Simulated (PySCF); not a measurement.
Structure with atom numbers: `[CH2:1]=[CH:2]/[C:3](=[CH:4]\[C:5]#[N:6])[SiH2:7][F:8]`. Hydrogens are named by the atom that carries them. Ha(C1) is cis to C3; Hb(C1) is trans to C3.

Computational details: GFN2-xTB geometry, σ from GIAO-PBE0/pcSseg-1, in PySCF 2.14.0 with density-fitted response routines (equivalent nuclei averaged, relativity neglected, in vacuum, one computed conformer).

References, each an isolated molecule treated in the same way: 13C (186.93 ppm), 1H (31.72 ppm), 29Si (349.16 ppm) vs TMS; 15N (267.73 ppm) against NH3; 19F (170.95 ppm) against CFCl3.

| atoms | nucleus | count | Hirshfeld charge | δ (ppm) |
| --- | --- | --- | --- | --- |
| H(C4) | 1H | 1 | 0.06 | 5.85 |
| Hb(C1) | 1H | 1 | 0.06 | ? |
| F8 | 19F | 1 | -0.20 | ? |
| C1 | 13C | 1 | -0.07 | ? |
| C5 | 13C | 1 | 0.08 | 120.5 |
| C2 | 13C | 1 | -0.04 | 146.1 |
| Ha(C1) | 1H | 1 | 0.05 | 5.48 |
| H(Si7) | 1H | 2 | -0.07 | ? |
| Si7 | 29Si | 1 | 0.44 | -5.5 |
| H(C2) | 1H | 1 | 0.05 | 7.55 |
| C4 | 13C | 1 | -0.03 | 117.5 |
| N6 | 15N | 1 | -0.21 | 338.8 |
| C3 | 13C | 1 | -0.07 | 164.4 |

Complete the table.

Answers


- C1: 129.9 ppm, terminal =CH2 carbon; as expected for a trigonal carbon in a double bond
- Hb(C1): 5.89 ppm, hydrogen on a terminal =CH2 carbon; attached to an sp2 carbon and in the plane of the double bond
- H(Si7): 5.59 ppm, hydrogen on a silicon bonded to C, F
- F8: -241.7 ppm, fluorine bonded to Si

Shifts are as computed. Against solution values, carbons near 30 ppm lie about +3 ppm off and those near 130 ppm about +5 ppm. Of 1211 compounds with measured shifts, 218 miss one by over three times the rms of a fit or turn the order of signals round; such compounds aren't used in these exercises. Unscaled 19F shifts against computed CFCl3 carry errors that often reach 10 to 50 ppm. Experimental scales use liquid or dissolved standards, which lie at an offset from isolated NH3 (liquid NH3: subtract about 20 ppm). Unscaled 15N shifts of sp2 nitrogen come out 20 to 40 ppm too high even then.
